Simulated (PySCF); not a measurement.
CH7NSi3, SMILES [SiH3][Si@H]1N=C[SiH2]1.

Geometry: PBE-D3(BJ)/def2-SVP. The structure was generated by enumeration; whether it is a known compound was not checked.

Vertical ionisation energy (IE) and electron affinity (EA) in eV. Rows of orbital energies are one-electron estimates. Where ΔSCF, EOM or ADC give a negative EA the extra electron is unbound and the value depends on the basis.

```csv
level,IE,EA
"−ε(HOMO), −ε(LUMO), B3LYP/def2-TZVP (PySCF)",___,___
"−ε(HOMO), −ε(LUMO), PBE/def2-TZVP (PySCF)",5.57,2.42
```

Task: What belongs in the gaps? (Estimate from the structure and the level; the computed values follow.)

Result: 
- −ε(HOMO), −ε(LUMO), B3LYP/def2-TZVP (PySCF), IE: 6.63
- −ε(HOMO), −ε(LUMO), B3LYP/def2-TZVP (PySCF), EA: 1.55
